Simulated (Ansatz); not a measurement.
Program: Ansatz. Geometries: PBE0-D4/def2-TZVP. ΔE: electronic, gas phase. CBS: MP2 limit from def2 TZ/QZ plus the TZ coupled-cluster correction, frozen cores. This one scheme is used for every species. DFT in def2-TZVPP. B3LYP here is the variant with VWN-RPA as its local correlation; programs differ in this. For Ge outer-core shells are correlated without core-valence functions, which leaves a few kJ/mol of doubt a bond. Scalar relativity is left out up to krypton. Each species was taken in one conformer, which may not be the lowest.

Reaction (formal exchange of groups at a Ge–N bond): `[NH2][GeH]([F])[SiH3]` + `[AlH3]` → `[F][GeH]([AlH2])[SiH3]` + NH₃

CCSD(T)/CBS gives -1.9 kcal/mol.

**Question.** Another level gave -2.3 kcal/mol. Which?
A. SCS-MP2/def2-TZVPP
B. B3LYP-D4/def2-TZVPP
C. PBE/def2-TZVPP
D. ωB97M-V/def2-TZVPP

**Answer.** B. B3LYP-D4 -2.3, PBE -5.2, SCS-MP2/def2-TZVPP 1.0, ωB97M-V -1.0 kcal/mol.

Largest T1 diagnostic among the species: 0.013.

From PBE to PBE0 (25 % exact exchange), in def2-TZVPP and without D4, ΔE moves by +1.0 kcal/mol. In def2-TZVPP, CCSD(T) changes the Hartree–Fock value by −2.6 kcal/mol (the triples alone add −0.2 kcal/mol) and MP2 by −1.3 kcal/mol.
